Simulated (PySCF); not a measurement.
A calculated (wB97X, PySCF 2.14, aug-cc-pVDZ-DK, scalar relativity by spin-free X2C-1e) atom or ion has these occupied shells.

```csv
shell,electrons,orbital energy (eV),"rms radius, mean of both spins (bohr)"
1s,2,-8889.4,0.0601
2s,2,-1086.2,0.255
2p,6,-938.51,0.228
3s,2,-131.04,0.767
3p,6,-87.491,0.818
3d,10,-18.318,1.18
```

(1) Name the element and its charge.

## Answers

(1) Cu⁺ (copper, charge +1), in [Ar] 3d10, closed-shell 1S.
